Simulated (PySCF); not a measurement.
A made-up structure of BSiH3O2, singlet:

O1  (-1.113, 0.649, -1.146)
Si2  (-0.097, 0.465, 0.121)
B3  (1.342, -0.751, 0.116)
O4  (0.163, -1.176, 0.621)
H5  (-2.016, 0.914, -0.964)
H6  (-0.589, 1.258, 1.272)
H7  (-0.182, -1.891, 1.178)
(Å)

It is relaxed with PBE-D4/def2-SVP and then PBE0-D4/def2-TZVP (PySCF 2.14 with density fitting (its default auxiliary sets; JK sets also for MP2 and CCSD(T))). Atoms count as bonded within 1.22 times the sum of their covalent radii (H–H: 0.88 Å). The end point is not checked to be a true minimum.

Problem. Does its bonding change? (Judge from chemistry; the calculation decides.)

Solution. By the calculation: Yes. Formed: B3–H6; broken: Si2–O4, Si2–H6.

Where it ends: The first stage lowers the energy by 3.36 eV in 90 steps. It ends as BSiH₃O₂ ([OH][BH][Si][OH]):
```csv
atom,x (Å),y (Å),z (Å)
O1,-0.1329,1.4413,-1.4238
Si2,0.9115,0.6123,-0.4379
B3,-0.5680,-0.4798,0.6061
O4,-0.3194,-1.3897,1.5720
H5,-1.0734,1.2654,-1.3144
H6,-1.7469,-0.3233,0.3639
H7,0.6150,-1.5142,1.7650
```

Labels in which every atom is bracketed show which atoms are joined, not bond orders.

For scale, one of the runs: PBE0-D4/def2-TZVP relaxation, 148 basis functions, launched by `OMP_NUM_THREADS=2 python run.py`. Hardware: 2 CPU threads of an Arm Neoverse N1, shared host. Wall time 2.2 min; peak host memory 1.4 GiB.
